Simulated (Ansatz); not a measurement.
Mulliken charges of `[O]1[SiH2][GeH2]1` from B3LYP/def2-TZVPP in Ansatz (PBE0-D4/def2-TZVP geometry).

```
atom   x (Å)   y (Å)   z (Å)  charge (e)
  O1  -0.787  -0.553   0.729      -0.501
 Si2  -0.645  -0.260  -0.889       0.404
 Ge3   0.858   0.378   0.667       0.215
  H4  -0.435  -1.434  -1.772      -0.064
  H5  -1.621   0.681  -1.493      -0.064
  H6   0.729   1.660   1.501       0.005
  H7   1.962  -0.539   1.211       0.005
```

Task: By hand: the dipole of these point charges (1 e Å = 4.8032 D).

Result: Σ q r = (0.463, 0.307, -0.358) e Å, of length 0.661 e Å = 3.17 D.

Task: How does the dipole of the full density compare? (An estimate is asked.)

Result: Computed: (0.214, 0.153, -0.247) e Å, 1.73 D; the point charges give 1.83 times that, at 11° from its direction.

Point charges leave out the atoms' own dipoles, such as those of lone pairs, and Mulliken's split depends on the basis, so the two needn't agree.

B3LYP here is the variant with VWN-RPA as its local correlation; programs differ in this.
